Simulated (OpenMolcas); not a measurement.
Levels of Ar4+ by method

```json
{"Program": "OpenMolcas 26.06", "Basis": "ANO-RCC-VTZP [5s4p2d1f]", "Scalar Hamiltonian": "DKH2, point nucleus", "Active space": "2 electrons in 3 orbitals (3p)", "State averaging": "2S+1 = 3 even, 3 roots; 2S+1 = 1 even, 6 roots", "Spin-orbit coupling": "state interaction with AMFI integrals over the reference wave functions, term energies averaged over their components"}
```

Methods on the same reference wave functions:
A. CASSCF
B. SS-CASPT2, IPEA 0.25 Eh, imaginary shift 0.1 Eh (closed shells correlated: 2s 2p 3s)
C. XMS-CASPT2, IPEA 0.25 Eh, imaginary shift 0.1 Eh (closed shells correlated: 2s 2p 3s)

Energies in cm⁻¹ above 3s² 3p² ³P₀, the measured ground level; measured values from Saloman, J. Phys. Chem. Ref. Data 39, 033101 (2010).

```csv
Level,A,B,C,Measured
3s² 3p² ³P₀,0.0,0.0,0.0,0.0
3s² 3p² ³P₁,698,711,710,763
3s² 3p² ³P₂,1914,1918,1917,2029
3s² 3p² ¹D₂,19498,16420,16450,16299
3s² 3p² ¹S₀,46561,38760,39410,37912
```

Deviations, from unrounded energies. A percentage is the sum of absolute deviations over the sum of measured energies, with the sign that they share, or ± where signs differ.

```tsv
Against measurement	Levels	A	B	C
mean absolute deviation (cm-1)	4	3000	290	450
fine structure of the ground term (%)	2	-6.5	-5.8	-5.9
other terms of the ground configuration (%)	2	+21.9	+1.8	+3.0
```

B lies closest to measurement on these levels and A furthest from it. The largest miss of B in the table is 3s² 3p² ¹S₀, by +850 cm-1. The ranking rests on the paired levels alone, and a cruder setting can come out closer through cancelling errors.

Between B and C the level of the table that moves most is 3s² 3p² ¹S₀, by 640 cm-1 (lowest in B, highest in C). Moves below CASPT2's spread within the term are not significant.

The mean deviations of B to C differ by less than CASPT2's widest spread within a term (550 cm-1), so their order carries little weight.

From A to B the spin-free energies of the other terms of 3s² 3p² shown, above ³P, scale by a factor of 0.83.

The lowest spin-free term lies below A's lowest term by 0.118 hartree in B, 0.124 hartree in C.

CASPT2 breaks the degeneracy within a term, and the mean is taken; among the terms shown or strongly mixed into the levels shown the widest spread is 550 cm-1 (3s² 3p² ¹D, C). With the s shell closed, the reference lacks s² → p² mixing. Measured partners are found by configuration, term and J. A level has none where our copy of the source lacks it or the pairing is in doubt (some pairs that miss far off the trend of their configuration count as doubtful), and it then counts in no deviation. Levels of configurations outside the active space are missing.
